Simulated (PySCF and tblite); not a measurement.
Values are calculated unless marked as measured or tabulated.
System: C₇H₇BF₂, numbered as in [F:1][B:2]([F:3])[C:4]1=[CH:5][CH2:6][CH:7]=[CH:8][CH:9]=[CH:10]1.

Motion: shift of H on C6 from C6 to C9. GFN2-xTB gives an electronic barrier of 31.3 kcal/mol.

Tunnelling of the moving H, left out here, will speed the real process.

Problem. What does PBE0/pcSseg-1 + D3(BJ) give on B3LYP-D3(BJ)/def2-SVP geometries?

Solution. A barrier of 37.6 kcal/mol, 6.4 above the tight-binding barrier (from unrounded values) and, with GFN2-xTB thermal terms, ΔG‡(298 K) = 34.9 kcal/mol and k = 1.5×10⁻¹³ s⁻¹ (1 equivalent path).

Problem. And the level of the geometries itself, B3LYP-D3(BJ)/def2-SVP?

Solution. 39.2 kcal/mol.

Programs: tblite and PySCF.
